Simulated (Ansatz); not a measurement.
Consider the redistribution: `[CH3][SnH2][F]` + `OCCBF` → `[F][SnH2][F]` + `CBCCO`.

Computed with Ansatz on PBE0-D4/def2-TZVP structures; ΔE is electronic, products minus reactants. CCSD(T)/CBS is the MP2 limit (def2-TZVPP, def2-QZVPP) plus CCSD(T) − MP2 in def2-TZVPP, frozen cores. DFT in def2-TZVPP. def2 core potentials past Kr. For Sn outer-core shells are correlated without core-valence functions, which leaves a few kJ/mol of doubt a bond. Each species was taken in one conformer, which may not be the lowest.

```
       level  ΔE (kcal/mol)
     PBE0-D4           18.4
HF/CBS(def2)           18.3
```

What does CCSD(T)/CBS give? (Best estimate.)

The calculation gave: +18.7 kcal/mol. The listed levels differ from it by -0.3, -0.4 kcal/mol.

Largest T1 diagnostic among the species: 0.014.

From PBE to PBE0 (25 % exact exchange), in def2-TZVPP and without D4, ΔE moves by +1.1 kcal/mol. In def2-TZVPP, CCSD(T) changes the Hartree–Fock value by +1.2 kcal/mol (the triples alone add −0.0 kcal/mol) and MP2 by +1.3 kcal/mol.
